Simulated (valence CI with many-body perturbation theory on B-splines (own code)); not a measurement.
## Rb5+: electric-dipole lines

Method: configuration interaction combined with many-body perturbation theory (CI+MBPT): four valence electrons over a frozen Dirac-Fock core [Ar] 3d10, a basis of 11 s, 11 p, 10 d, 8 f, 5 g, 2 h functions for each j, with the one-electron correlation potential Σ1, the two-electron term Σ2, the three-electron term Σ3, Breit, model QED; selected CI, second order for the rest, scaled by the run's own slope (own B-spline code, finite nucleus).

Set against measurement, 13 paired levels are off by 121 cm⁻¹ on average, the worst by 245. These come from a selection out of Sansonetti, J. Phys. Chem. Ref. Data 35, 301 (2006). Levels without a partner in it may be off by more. Among the levels kept, up to 1100 cm⁻¹ of a level comes from second order outside the variational space, and about a tenth of that is noise between levels of different J, which matters for small intervals.

Lines 201 to 250 of 581 in falling wavelength, among levels below 503880 cm⁻¹, chosen from the strongest by gf and those to the six lowest levels. Wavelengths and rates use the calculated energies, so an error of 100 cm⁻¹ moves a line at 712.4 Å by 0.071 % and its rate by three times that or more. Electric multipoles are in the length gauge, E1 and E2 with the static RPA response of the core. Weak lines are less certain than strong ones. Lines between different terms over intervals too small for the method are left out, as are lines whose strength nearly cancels. Where a level lies close to another of its J and parity, the split of strength between their lines is uncertain. The highest levels of a list are the least certain.

Names give the largest LS component (configuration and term), which can be under half, so a name can repeat, a term be missing and a line seem to break the LS rules; names also repeat where a configuration has a term twice. Letters in brackets count levels of one name in rising energy.

| λ vac (Å) | λ from measured levels | Upper | Lower | A (s⁻¹) | S (a.u.) with core polarisation | S without |
| --- | --- | --- | --- | --- | --- | --- |
| 719.2 |  | 4p4 1S_0 | 4s.4p3 1P°_1 | 2.50e+09 | 4.59e-01 | 5.27e-01 |
| 718.9 |  | 4s.4p2.5p 5P°_1 | 4s.4p2.4d 5D_1 | 1.05e+09 | 5.80e-01 | 5.69e-01 |
| 716.6 |  | 4s.4p2.5p 5P°_3 | 4s.4p2.4d 5D_4 | 2.12e+09 | 2.69e+00 | 2.64e+00 |
| 714.0 |  | 4s.4p2.5p 5D°_0 | 4s.4p2.4d 5F_1 | 3.78e+09 | 6.79e-01 | 6.62e-01 |
| 712.4 | 711.6 | 4s.4p3 3D°_3 | 4s2.4p2 3P_2 | 5.74e+08 | 7.17e-01 | 8.16e-01 |
| 711.4 |  | 4s.4p2.5p 5D°_2 | 4s.4p2.4d 5F_3 | 2.77e+09 | 2.46e+00 | 2.40e+00 |
| 708.4 |  | 4s.4p2.5p 5P°_3 | 4s.4p2.4d 5D_3 | 5.60e+08 | 6.88e-01 | 6.76e-01 |
| 707.9 |  | 4s.4p2.5p 5D°_1 [b] | 4s.4p2.4d 5F_2 | 1.32e+09 | 6.93e-01 | 6.76e-01 |
| 706.6 |  | 4s.4p2.5p 5D°_3 | 4s.4p2.4d 5F_4 | 2.94e+09 | 3.58e+00 | 3.49e+00 |
| 702.3 |  | 4s.4p2.5p 5D°_4 | 4s.4p2.4d 5F_5 | 2.95e+09 | 4.53e+00 | 4.40e+00 |
| 702.0 |  | 4s.4p2.5p 5D°_2 | 4s.4p2.4d 5F_2 | 8.37e+08 | 7.14e-01 | 6.95e-01 |
| 698.3 |  | 4s2.4p.4f 1G_4 | 4s2.4p.4d 1F°_3 | 1.22e+09 | 1.85e+00 | 1.80e+00 |
| 698.2 | 697.4 | 4s.4p3 3D°_1 | 4s2.4p2 3P_1 | 1.44e+08 | 7.24e-02 | 8.25e-02 |
| 697.5 | 696.7 | 4s.4p3 3D°_2 | 4s2.4p2 3P_1 | 7.18e+08 | 6.01e-01 | 6.83e-01 |
| 693.1 |  | 4s.4p2.5p 5D°_3 | 4s.4p2.4d 5F_3 | 4.94e+08 | 5.68e-01 | 5.51e-01 |
| 686.9 | 686.2 | 4s.4p3 3P°_1 | 4s2.4p2 1D_2 | 2.87e+07 | 1.38e-02 | 1.56e-02 |
| 674.0 | 673.3 | 4s.4p3 3D°_1 | 4s2.4p2 3P_0 | 6.56e+08 | 2.98e-01 | 3.37e-01 |
| 670.4 |  | 4s.4p2.4d 3F_4 [b] | 4s2.4p.4d 3D°_3 | 3.23e+08 | 4.33e-01 | 4.23e-01 |
| 668.7 |  | 4s2.4p.4f 3G_4 | 4s2.4p.4d 1F°_3 | 1.38e+09 | 1.84e+00 | 1.82e+00 |
| 662.4 |  | 4s.4p2.5s 3D_3 | 4s2.4p.5s 3P°_2 | 1.60e+09 | 1.61e+00 | 1.78e+00 |
| 645.7 |  | 4s2.4p.4f 3D_2 | 4s2.4p.4d 3D°_1 | 5.71e+08 | 3.79e-01 | 3.79e-01 |
| 645.2 |  | 4s.4p2.5s 1D_2 | 4s2.4p.5s 1P°_1 | 5.37e+08 | 3.56e-01 | 4.17e-01 |
| 628.3 |  | 4s.4p2.5s 3D_2 | 4s2.4p.5s 3P°_1 | 1.50e+09 | 9.18e-01 | 1.02e+00 |
| 627.1 | 626.7 | 4s.4p3 3P°_1 | 4s2.4p2 3P_2 | 3.76e+08 | 1.37e-01 | 1.55e-01 |
| 626.4 |  | 4s.4p2.5s 3D_1 | 4s2.4p.5s 3P°_0 | 1.33e+09 | 4.83e-01 | 5.34e-01 |
| 624.6 | 624.1 | 4s.4p3 3P°_2 | 4s2.4p2 3P_2 | 1.58e+09 | 9.50e-01 | 1.07e+00 |
| 621.3 |  | 4s2.4p.4f 1F_3 | 4s2.4p.4d 1D°_2 | 1.54e+09 | 1.27e+00 | 1.32e+00 |
| 617.8 |  | 4p4 3P_2 | 4s.4p3 3D°_3 | 2.45e+09 | 1.43e+00 | 1.62e+00 |
| 614.9 |  | 4s.4p2.4d 1P_1 [a] | 4s2.4p.4d 3P°_2 | 9.68e+08 | 3.33e-01 | 3.79e-01 |
| 613.0 |  | 4s2.4p.4f 3D_3 | 4s2.4p.4d 3P°_2 | 1.49e+09 | 1.18e+00 | 1.23e+00 |
| 611.2 |  | 4p4 3P_2 | 4s.4p3 3D°_2 | 6.79e+08 | 3.82e-01 | 4.34e-01 |
| 610.9 | 610.5 | 4s.4p3 3P°_0 | 4s2.4p2 3P_1 | 1.96e+09 | 2.21e-01 | 2.48e-01 |
| 610.6 | 611.1 | 4s.4p3 3S°_1 | 4s2.4p2 1S_0 | 1.78e+08 | 6.01e-02 | 6.88e-02 |
| 609.8 |  | 4s.4p2.4d 1D_2 [b] | 4s2.4p.4d 1P°_1 | 1.79e+09 | 1.00e+00 | 1.05e+00 |
| 609.2 | 608.6 | 4s.4p3 1D°_2 | 4s2.4p2 1D_2 | 2.88e+09 | 1.61e+00 | 1.83e+00 |
| 608.9 | 608.5 | 4s.4p3 3P°_1 | 4s2.4p2 3P_1 | 9.77e+08 | 3.27e-01 | 3.68e-01 |
| 606.5 | 606.1 | 4s.4p3 3P°_2 | 4s2.4p2 3P_1 | 1.71e+08 | 9.42e-02 | 1.06e-01 |
| 602.5 |  | 4s.4p2.4d 1P_1 [b] | 4s2.4p.4d 1P°_1 | 1.66e+09 | 5.37e-01 | 6.07e-01 |
| 590.4 | 590.1 | 4s.4p3 3P°_1 | 4s2.4p2 3P_0 | 5.86e+08 | 1.78e-01 | 2.00e-01 |
| 585.9 |  | 4p4 3P_1 | 4s.4p3 3D°_2 | 2.13e+09 | 6.33e-01 | 7.17e-01 |
| 580.1 |  | 4s.4p2.4d 3P_2 [c] | 4s2.4p.4d 1P°_1 | 6.37e+08 | 3.07e-01 | 3.24e-01 |
| 576.1 |  | 4s2.4p.6p 1P_1 [b] | 4s2.4p.5s 1P°_1 | 1.86e+09 | 5.26e-01 | 5.50e-01 |
| 572.1 |  | 4s.4p2.4d 3F_4 [b] | 4s2.4p.4d 3F°_4 | 1.30e+09 | 1.08e+00 | 1.25e+00 |
| 571.3 |  | 4s.4p2.4d 3F_3 [b] | 4s2.4p.4d 3F°_3 | 9.14e+08 | 5.89e-01 | 6.72e-01 |
| 569.9 | 570.1 | 4s.4p3 1P°_1 | 4s2.4p2 1S_0 | 1.63e+09 | 4.46e-01 | 5.08e-01 |
| 567.2 |  | 4s2.4p.6p 1P_1 [a] | 4s2.4p.5s 3P°_1 | 1.17e+09 | 3.16e-01 | 3.24e-01 |
| 566.2 |  | 4s.4p2.4d 3F_2 [b] | 4s2.4p.4d 3F°_2 | 1.61e+09 | 7.22e-01 | 8.18e-01 |
| 561.6 | 561.3 | 4s.4p3 1D°_2 | 4s2.4p2 3P_2 | 1.37e+08 | 5.99e-02 | 6.80e-02 |
| 561.3 |  | 4s.4p2.5s 3S_1 | 4s2.4p.5s 3P°_2 | 1.87e+09 | 4.88e-01 | 5.18e-01 |
| 559.2 |  | 4s2.4p.6p 3P_2 | 4s2.4p.5s 3P°_2 | 1.12e+09 | 4.83e-01 | 4.98e-01 |
